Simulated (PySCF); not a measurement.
**Working out the ionisation energy of Re²⁺**

Re²⁺ [Xe] 4f14 5d5 (6S) → Re³⁺ [Xe] 4f14 5d4 (5D). All numbers are calculated (PySCF 2.14, the spin-free X2C one-electron Hamiltonian (Gaussian nucleus), in x2c-TZVPPall (11s7p7d3f1g, 97 functions)). Frozen: [Xe] 4f14. Energies in hartree (1 hartree = 27.21139 eV):

```csv
part,Re²⁺ (lower),Re³⁺ (upper)
UHF,-16687.428692,-16686.427184
CCSD correlation,-0.052757,-0.031653
(T),-0.000631,-0.000219
```

What does Hartree-Fock give?

(-16686.427184) − (-16687.428692) = 1.001508 hartree = 27.252 eV.

What do CCSD and CCSD(T) give?

The CCSD correlation energies differ by 0.021104 hartree = 0.574 eV and the triples by 0.000412 hartree = 0.011 eV, so CCSD gives 27.826 eV and CCSD(T) 27.837 eV.

A first-order spin-orbit estimate adds -0.663 eV to CCSD(T) (valence), giving 27.174 eV against 27 ± 1.6 eV (theoretical estimate listed by NIST; NIST Atomic Spectra Database, ionization energies).

What remains against the reference includes basis incompleteness, the frozen core and higher excitations.
